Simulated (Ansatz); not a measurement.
AlSiH₃SF₂⁺, that is (F)2Al-S-SiH3 with one electron fewer. Charge 1, multiplicity 2. Geometry r2SCAN-D4/def2-SVP, that of the neutral singlet; atoms count from 1.

```xyz
8

Al   -0.744   -0.106   -1.657
F    -1.458    1.194   -0.917
F    -1.185   -0.505   -3.196
S     0.735   -1.212   -0.553
Si    0.658   -0.026    1.266
H     1.055    1.384    1.001
H     1.640   -0.665    2.184
H    -0.702   -0.064    1.872
```

Problem. Estimate the Mulliken populations from the PBE0/def2-TZVP orbitals of Ansatz.

Solution. 
```json
{"atom": "Al1", "charge (e)": "0.88", "spin (α − β)": "0.01"}
{"atom": "F2", "charge (e)": "-0.27", "spin (α − β)": "0.00"}
{"atom": "F3", "charge (e)": "-0.25", "spin (α − β)": "0.00"}
{"atom": "S4", "charge (e)": "0.19", "spin (α − β)": "0.85"}
{"atom": "Si5", "charge (e)": "0.12", "spin (α − β)": "-0.03"}
{"atom": "H6", "charge (e)": "0.12", "spin (α − β)": "0.08"}
{"atom": "H7", "charge (e)": "0.09", "spin (α − β)": "0.00"}
{"atom": "H8", "charge (e)": "0.12", "spin (α − β)": "0.08"}
```
Mulliken values and Mayer orders depend strongly on the basis.

Problem. Where does the spin sit?

Solution. Summed by element: Al 0.01, F 0.01, S 0.85, Si -0.03, H 0.16, of 1 unpaired in all. Largest on single atoms: S4 0.85, H6 0.08, H8 0.08.

Problem. And the Mayer bond orders between bonded heavy atoms (over 0.3)?

Solution. Al1–F2 1.17 (1.66 Å); Al1–F3 1.23 (1.65 Å); Al1–S4 0.92 (2.15 Å); S4–Si5 0.99 (2.17 Å).
